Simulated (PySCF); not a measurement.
## Energy of Pd⁺ (palladium, charge +1) between two integer charges

The 4d beta orbital of [Kr] 4d9 is emptied in steps (occupation f), with all orbitals relaxed, ending at [Kr] 4d8. All numbers are calculated (PySCF 2.14, scalar relativity through the core potential, in def2-TZVP with the def2 core potential (28 electrons) (6s4p3d1f, 40 functions)). The exact energy is a straight line in f; departures are measured from the line between the end points of the same method.

| f | BHandHLYP (eV) | wB97X (eV) | B3LYP (eV) |
| --- | --- | --- | --- |
| 1 | 0.000 | 0.000 | 0.000 |
| 0.9 | -0.183 | -0.127 | -0.392 |
| 0.7 | -0.434 | -0.302 | -0.922 |
| 0.5 | -0.526 | -0.364 | -1.105 |
| 0.3 | -0.449 | -0.310 | -0.935 |
| 0.1 | -0.196 | -0.134 | -0.403 |
| 0 | 0.000 | 0.000 | 0.000 |

```csv
method,E(f=0) − E(f=1) (eV),−ε at f=1 (eV),−ε at f=0.5 (eV)
BHandHLYP,19.138,17.128,19.095
wB97X,19.435,18.041,19.410
B3LYP,19.639,15.306,19.599
```

Orbital energy along the path (eV):

| f | BHandHLYP | wB97X | B3LYP |
| --- | --- | --- | --- |
| 1 | -17.128 | -18.041 | -15.306 |
| 0.9 | -17.497 | -18.294 | -16.140 |
| 0.7 | -18.273 | -18.836 | -17.847 |
| 0.5 | -19.095 | -19.410 | -19.599 |
| 0.3 | -19.956 | -20.007 | -21.388 |
| 0.1 | -20.860 | -20.624 | -23.212 |
| 0 | -21.333 | -20.926 | -24.136 |

Reference removal energy between the ground levels: 19.43 ± 0.12 eV (semi-empirical (NIST evaluation); NIST Atomic Spectra Database, ionization energies). The calculation has no spin-orbit coupling. The determinant left behind need not be the lowest term of the ion.
